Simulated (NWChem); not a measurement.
Program: NWChem. System: CH5Si, charge 0, spin multiplicity 2, at a geometry optimised with UPBE/def2-SVP. The structure started from a generated list of species. Its SCF solution wasn't tested for a lower state. Level: UHF/def2-TZVPD.

Job file:

```
start mol
memory heap 200 mb stack 900 mb global 1100 mb
geometry units angstroms nocenter noautoz noautosym
  C      1.271661    -0.145686     0.008623
  Si    -0.572922     0.068377    -0.002056
  H      1.970261     0.664954    -0.259161
  H      1.751130    -1.107905     0.258786
  H     -1.186211    -0.477052     1.263460
  H     -0.935353     1.521616    -0.138075
  H     -1.208887    -0.684767    -1.147968
end
basis spherical
  * library def2-tzvpd
end
scf
  uhf
  nopen 1
  maxiter 100
  thresh 1e-7
  semidirect memsize 60000000 filesize 0
  # guess.movecs holds the orbitals of an unrestricted PBE0 run
  vectors input guess.movecs output mol.movecs
end
task scf energy
```

Output (cleaned and shortened):

```
             Northwest Computational Chemistry Package (NWChem) 7.3.0
             --------------------------------------------------------

                                NWChem Input Module
                                -------------------

 Scaling coordinates for geometry "geometry" by  1.889725989
 (inverse scale =  0.529177249)

                             Geometry "geometry" -> ""
                             -------------------------

 Output coordinates in angstroms (scale by  1.889725989 to convert to a.u.)

  No.       Tag          Charge          X              Y              Z
 ---- ---------------- ---------- -------------- -------------- --------------
    1 C                    6.0000     1.27166100    -0.14568600     0.00862300
    2 Si                  14.0000    -0.57292200     0.06837700    -0.00205600
    3 H                    1.0000     1.97026100     0.66495400    -0.25916100
    4 H                    1.0000     1.75113000    -1.10790500     0.25878600
    5 H                    1.0000    -1.18621100    -0.47705200     1.26346000
    6 H                    1.0000    -0.93535300     1.52161600    -0.13807500
    7 H                    1.0000    -1.20888700    -0.68476700    -1.14796800

 Effective nuclear repulsion energy (a.u.)      55.3792377139

            Nuclear Dipole moment (a.u.)
            ----------------------------
        X                 Y               Z
 ---------------- ---------------- ----------------
    -0.0000037795     0.0000151178    -0.0000075589


 Summary of "ao basis" -> "" (spherical)
 ------------------------------------------------------------------------------
       Tag                 Description            Shells   Functions and Types
 ---------------- ------------------------------  ------  ---------------------
 *                         def2-tzvpd                 on all atoms

 Summary of "ao basis" -> "ao basis" (spherical)
 ------------------------------------------------------------------------------
       Tag                 Description            Shells   Functions and Types
 ---------------- ------------------------------  ------  ---------------------
[...]
          14.224061690752         151.603387125204           1.816362802580
          -0.446951849994           1.816362802580         158.784933635239

  Mulliken analysis of the total density
  --------------------------------------

    Atom       Charge   Shell Charges
 -----------   ------   -------------------------------------------------------
    1 C    6     6.56   0.85  1.12  0.48  0.75  0.13 -0.00  1.17  1.42  0.55  0.01  0.02  0.04  0.00
    2 Si  14    13.72   2.00  0.58  1.39  0.78  0.53 -0.03  4.12  1.73  0.53  1.37  0.32  0.14  0.20  0.02  0.03
    3 H    1     0.80   0.26  0.49  0.03  0.02  0.01
    4 H    1     0.81   0.26  0.49  0.04  0.02  0.00
    5 H    1     1.03   0.24  0.56  0.24  0.01 -0.01
    6 H    1     1.04   0.24  0.56  0.24  0.01 -0.00
    7 H    1     1.03   0.24  0.56  0.23  0.01 -0.01

  Mulliken analysis of the alpha density
  --------------------------------------

    Atom       Charge   Shell Charges
 -----------   ------   -------------------------------------------------------
    1 C    6     3.86   0.43  0.56  0.26  0.41  0.05 -0.00  0.76  0.95  0.41  0.00  0.01  0.02  0.00
    2 Si  14     6.84   1.00  0.29  0.70  0.38  0.26 -0.01  2.06  0.86  0.26  0.66  0.15  0.08  0.11  0.01  0.02
    3 H    1     0.36   0.12  0.22 -0.00  0.01  0.01
    4 H    1     0.36   0.12  0.22  0.00  0.01  0.01
    5 H    1     0.53   0.12  0.29  0.12  0.00 -0.00
    6 H    1     0.52   0.12  0.28  0.12  0.00 -0.00
    7 H    1     0.53   0.12  0.29  0.12  0.00 -0.01

   Mulliken analysis of the beta density
   -------------------------------------

    Atom       Charge   Shell Charges
 -----------   ------   -------------------------------------------------------
    1 C    6     2.70   0.43  0.56  0.23  0.34  0.07 -0.00  0.41  0.47  0.15  0.01  0.01  0.02  0.00
    2 Si  14     6.89   1.00  0.29  0.70  0.40  0.27 -0.01  2.06  0.86  0.27  0.71  0.17  0.07  0.08  0.01  0.01
    3 H    1     0.44   0.13  0.27  0.03  0.01 -0.00
    4 H    1     0.44   0.13  0.27  0.03  0.01 -0.00
    5 H    1     0.51   0.12  0.28  0.12  0.00 -0.00
    6 H    1     0.52   0.12  0.28  0.12  0.00 -0.00
    7 H    1     0.50   0.11  0.27  0.11  0.00 -0.00

   Mulliken analysis of the spin density
   -------------------------------------

    Atom       Charge   Shell Charges
 -----------   ------   -------------------------------------------------------
    1 C    6     1.16   0.00 -0.00  0.03  0.06 -0.02 -0.00  0.35  0.48  0.26 -0.00 -0.00  0.01 -0.00
    2 Si  14    -0.05  -0.00 -0.00  0.00 -0.02 -0.02  0.00 -0.00  0.00 -0.01 -0.05 -0.02  0.01  0.03  0.01  0.01
    3 H    1    -0.08  -0.01 -0.05 -0.04  0.00  0.01
    4 H    1    -0.08  -0.01 -0.05 -0.03  0.00  0.01
    5 H    1     0.02   0.00  0.01  0.00 -0.00 -0.00
    6 H    1    -0.00   0.00  0.00 -0.00  0.00  0.00
    7 H    1     0.03   0.01  0.02  0.01 -0.00 -0.00

       Multipole analysis of the density wrt the origin
       ------------------------------------------------

     L   x y z        total         alpha         beta         nuclear
     -   - - -        -----         -----         ----         -------
     0   0 0 0      0.000000    -13.000000    -12.000000     25.000000

     1   1 0 0      0.297748     -0.947270      1.245021     -0.000004
     1   0 1 0     -0.021908      0.130434     -0.152356      0.000015
     1   0 0 1     -0.001226     -0.009200      0.007982     -0.000008

     2   2 0 0    -16.554211    -55.960016    -49.834589     89.240394
     2   1 1 0     -0.078101      4.299244      3.905865     -8.283210
     2   1 0 1     -0.082829     -0.231463     -0.004991      0.153626
     2   0 2 0    -16.599557    -17.348123    -16.657585     17.406151
     2   0 1 1     -0.323243      0.432185      1.013280     -1.768708
     2   0 0 2    -17.658785    -15.589178    -13.025155     10.955548

 Task  times  cpu:       14.0s     wall:       14.0s

 Total times  cpu:       14.0s     wall:       14.0s
```
